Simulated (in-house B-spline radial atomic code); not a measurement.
**Ionising the bromine ion Br⁴⁺ with different functionals**

Computed with an all-electron radial atomic-structure program (B-spline basis): four-component Dirac-Coulomb Hamiltonian, Fermi nucleus of rms radius 4.1629 fm, spin-restricted, spherical fractional occupations for the functionals. The ionisation energy is the difference of two self-consistent energies, [Ar] 3d10 4s2 4p1 → [Ar] 3d10 4s2, without Breit or QED terms; ε is the level of the shell that loses the electron (mean over j). The electron is taken from both j subshells in proportion to 2j + 1, so the result is a j average, not the step between ground levels.

Hybrids are left out here: with spherical fractional occupations of an open shell their exact exchange keeps a self-interaction that integer-occupation calculations don't have.

```
           method  rung  ΔSCF (eV)  -ε(4p) (eV)
         LDA VWN5   LDA      59.18        52.67
 relativistic LDA   LDA      59.17        52.66
         LDA PW92   LDA      59.18        52.67
LDA exchange-only   LDA      57.71        51.20
              PBE   GGA          ?            ?
           PBEsol   GGA      58.78        52.33
             BLYP   GGA      58.85        52.32
             RPBE   GGA          ?            ?
             PW91   GGA      58.89        52.42
             BP86   GGA      58.95        52.49
             AM05   GGA      58.75        52.31
             OLYP   GGA      58.45        52.08
```

**Question.** What does PBE give?

**Answer.** ΔSCF 58.75 eV, and -ε(4p) = 52.29 eV.

**Question.** What does RPBE give?

**Answer.** ΔSCF 58.57 eV, and -ε(4p) = 52.16 eV.

**Question.** How do they compare with the NIST value?

**Answer.** NIST lists 59.59 eV ± 0.025 (measured, ground level to ground level). Errors run from -1.89 to -0.41 eV; LDA VWN5 is closest (-0.41 eV), though others lie within the uncertainty of it, and part of that can be cancellation, since the calculations leave out Breit-QED terms, spin polarisation, the choice among j levels, multiplet and fine-structure energies.
